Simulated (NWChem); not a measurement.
System: InCl2F; SMILES [Cl][In]([Cl])[F]

Input file for NWChem:

```
start job
memory heap 200 mb stack 900 mb global 1100 mb
geometry units angstroms noautoz
  In     0.000000     0.000000    -0.242159
  F      0.000000     0.000000    -2.205187
  Cl     2.055875     0.000000     0.868261
  Cl    -2.055875     0.000000     0.868261
end
basis spherical
  * library def2-svp
end
ecp
  In library def2-ecp
end
dft
  xc r2scan0
  iterations 150
  mulliken
end
task dft energy
```

Parts of the log:

```
             Northwest Computational Chemistry Package (NWChem) 7.3.0
             --------------------------------------------------------

 C2V symmetry detected

                             Geometry "geometry" -> ""
                             -------------------------

 Output coordinates in angstroms (scale by  1.889725989 to convert to a.u.)

  No.       Tag          Charge          X              Y              Z
 ---- ---------------- ---------- -------------- -------------- --------------
    1 In                  49.0000     0.00000000     0.00000000    -0.21833726
    2 F                    9.0000     0.00000000     0.00000000    -2.18136526
    3 Cl                  17.0000     2.05587500     0.00000000     0.89208274
    4 Cl                  17.0000    -2.05587500     0.00000000     0.89208274

 Effective nuclear repulsion energy (a.u.)     577.1731154371

      Symmetry information
      --------------------

 Group name             C2v
 Group number             16
 Group order               4
 No. of unique centers     3

                                 NWChem DFT Module
                                 -----------------

 Summary of "ao basis" -> "ao basis" (spherical)
 ------------------------------------------------------------------------------
       Tag                 Description            Shells   Functions and Types
 ---------------- ------------------------------  ------  ---------------------
 In                         def2-svp                10       26   4s4p2d
 F                          def2-svp                 6       14   3s2p1d
 Cl                         def2-svp                 8       18   4s3p1d

      Symmetry analysis of basis
      --------------------------

        a1         32
        a2          8
        b1         22
        b2         14

            General Information
            -------------------
          SCF calculation type: DFT
          Wavefunction type:  closed shell.
          No. of atoms     :     4
          No. of electrons :    64
           Alpha electrons :    32
            Beta electrons :    32
          Charge           :     0
          Spin multiplicity:     1
          Use of symmetry is: on ; symmetry adaption is: on
          Maximum number of iterations: 150
          AO basis - number of functions:    76
                     number of shells:    32
          Convergence on energy requested:  1.00D-06
          Convergence on density requested:  1.00D-05
          Convergence on gradient requested:  5.00D-04

              XC Information
              --------------
                     r^2SCAN0 Method XC Functional
                     Hartree-Fock (Exact) Exchange  0.250
               r^2SCAN metaGGA Exchange Functional  0.750
                     r^2SCAN Correlation Potential  1.000

             Grid Information
             ----------------
          Grid used for XC integration:  medium
          Radial quadrature: Mura-Knowles
          Angular quadrature: Lebedev.
          Tag              B.-S. Rad. Rad. Pts. Rad. Cut. Ang. Pts.
          ---              ---------- --------- --------- ---------
          In                  1.55      123           8.0       590
          F                   0.50       49          10.0       434
          Cl                  1.00       88          10.0       590
          Grid pruning is: on
          Number of quadrature shells:   260
          Spatial weights used:  Erf1

      Superposition of Atomic Density Guess
      -------------------------------------

 Sum of atomic energies:       -1235.98985166

      Non-variational initial energy
      ------------------------------

 Total energy =   -1207.231167
 1-e energy   =   -2329.953980
 2-e energy   =     829.085187
 HOMO         =      -0.438314
 LUMO         =      -0.112962

      Symmetry analysis of molecular orbitals - initial
      -------------------------------------------------

  Numbering of irreducible representations:

     1 a1          2 a2          3 b1          4 b2

  Orbital symmetries:

     1 a1          2 b1          3 a1          4 a1          5 b1
     6 a1          7 b1          8 a1          9 b2         10 b1
    11 a2         12 a1         13 b1         14 a1         15 b2
    16 a1         17 a1         18 b1         19 a1         20 b2
    21 a2         22 b1         23 a1         24 a1         25 b1
    26 b2         27 a1         28 b1         29 b2         30 a1
    31 a2         32 b1         33 a1         34 b2         35 a1
    36 b1         37 a1         38 b2         39 b1         40 a1
    41 a2         42 b2

     ---------------------------------------------
      Total Density - Mulliken Population Analysis
     ---------------------------------------------

    Atom       Charge   Shell Charges
 -----------   ------   -------------------------------------------------------
    1 In  21    19.28   2.59 -0.60  0.53  0.17  3.24  2.75  0.39  0.12  9.72  0.38
    2 F    9     9.76   1.99  1.15  0.81  3.56  2.24  0.00
    3 Cl  17    17.48   2.00  1.99  1.23  0.72  5.94  2.15  3.43  0.01
    4 Cl  17    17.48   2.00  1.99  1.23  0.72  5.94  2.15  3.43  0.01

   convergence    iter        energy       DeltaE   RMS-Dens  Diis-err
 ---------------- ----- ----------------- --------- --------- ---------
 d= 0,ls=0.0,diis     1  -1209.9403387644 -1.50D+03  2.57D-02  7.66D-01
 d= 0,ls=0.0,diis     2  -1209.7565643954  1.84D-01  1.42D-02  2.89D+00
 d= 0,ls=0.0,diis     3  -1210.0383452054 -2.82D-01  3.25D-03  3.74D-02
 d= 0,ls=0.0,diis     4  -1210.0422879982 -3.94D-03  1.09D-03  9.47D-03
 d= 0,ls=0.0,diis     5  -1210.0435329979 -1.24D-03  5.83D-05  3.90D-05
  Resetting Diis
 d= 0,ls=0.0,diis     6  -1210.0435370892 -4.09D-06  1.78D-05  2.41D-06
 d= 0,ls=0.0,diis     7  -1210.0435374025 -3.13D-07  4.03D-06  5.27D-08

         Total DFT energy =    -1210.043537402519
      One electron energy =    -2330.501721993227
           Coulomb energy =      910.557378122869
    Exchange-Corr. energy =      -83.736820279797
 Nuclear repulsion energy =      293.637626747635

 Numeric. integr. density =       64.000006403150

                  Occupations of the irreducible representations
                  ----------------------------------------------

                     irrep           alpha         beta
                     --------     --------     --------
                     a1               14.0         14.0
                     a2                3.0          3.0
                     b1               10.0         10.0
                     b2                5.0          5.0

                       DFT Final Molecular Orbital Analysis
                       ------------------------------------

 Vector   30  Occ=2.000000D+00  E=-3.617427D-01  Symmetry=a1
              MO Center= -6.8D-15, -3.8D-17,  7.2D-01, r^2= 5.4D+00
   Bfn.  Coefficient  Atom+Function         Bfn.  Coefficient  Atom+Function
  ----- ------------  ---------------      ----- ------------  ---------------
    53      0.408792  3 Cl pz                71      0.408792  4 Cl pz
    50      0.307885  3 Cl pz                68      0.307885  4 Cl pz
    47      0.178678  3 Cl pz                65      0.178678  4 Cl pz
    32     -0.152001  2 F  pz                51     -0.138454  3 Cl px
    69      0.138454  4 Cl px                19     -0.128271  1 In d  0

 Vector   31  Occ=2.000000D+00  E=-3.600657D-01  Symmetry=a2
              MO Center=  3.9D-14, -4.4D-16,  8.6D-01, r^2= 5.2D+00
   Bfn.  Coefficient  Atom+Function         Bfn.  Coefficient  Atom+Function
  ----- ------------  ---------------      ----- ------------  ---------------
    52      0.461291  3 Cl py                70     -0.461291  4 Cl py
    49      0.333251  3 Cl py                67     -0.333251  4 Cl py
    46      0.194626  3 Cl py                64     -0.194626  4 Cl py
    17     -0.098734  1 In d -2              22      0.055371  1 In d -2

 Vector   32  Occ=2.000000D+00  E=-3.567097D-01  Symmetry=b1
              MO Center=  3.7D-15, -1.9D-16,  8.5D-01, r^2= 5.3D+00
   Bfn.  Coefficient  Atom+Function         Bfn.  Coefficient  Atom+Function
  ----- ------------  ---------------      ----- ------------  ---------------
    53      0.361021  3 Cl pz                71     -0.361021  4 Cl pz
    51     -0.290236  3 Cl px                69     -0.290236  4 Cl px
    50      0.258292  3 Cl pz                68     -0.258292  4 Cl pz
    48     -0.214986  3 Cl px                66     -0.214986  4 Cl px
    47      0.150646  3 Cl pz                65     -0.150646  4 Cl pz

 Vector   33  Occ=0.000000D+00  E=-1.169356D-01  Symmetry=a1
              MO Center=  2.7D-15,  7.0D-16, -2.0D-02, r^2= 4.1D+00
   Bfn.  Coefficient  Atom+Function         Bfn.  Coefficient  Atom+Function
  ----- ------------  ---------------      ----- ------------  ---------------
     3      0.693948  1 In s                  4      0.583079  1 In s
     1     -0.399532  1 In s                 51      0.342479  3 Cl px
    69     -0.342479  4 Cl px                32      0.225111  2 F  pz
    48      0.194340  3 Cl px                66     -0.194340  4 Cl px
    35     -0.186733  2 F  pz                53      0.182872  3 Cl pz

 Vector   34  Occ=0.000000D+00  E=-5.809715D-02  Symmetry=b2
              MO Center= -1.9D-15, -9.2D-16, -1.4D-01, r^2= 4.1D+00
   Bfn.  Coefficient  Atom+Function         Bfn.  Coefficient  Atom+Function
  ----- ------------  ---------------      ----- ------------  ---------------
    12      0.671293  1 In py                15      0.486754  1 In py
    52     -0.221044  3 Cl py                70     -0.221044  4 Cl py
     9     -0.166862  1 In py                 6     -0.154055  1 In py
    31      0.145886  2 F  py                34     -0.130185  2 F  py
    49     -0.127804  3 Cl py                67     -0.127804  4 Cl py

[...]
```

Level: r2SCAN0/def2-SVP with def2 effective core potentials on In. The geometry was optimised at PBE-D3(BJ)/def2-SVP. def2 effective core potentials on In; no spin-orbit coupling.
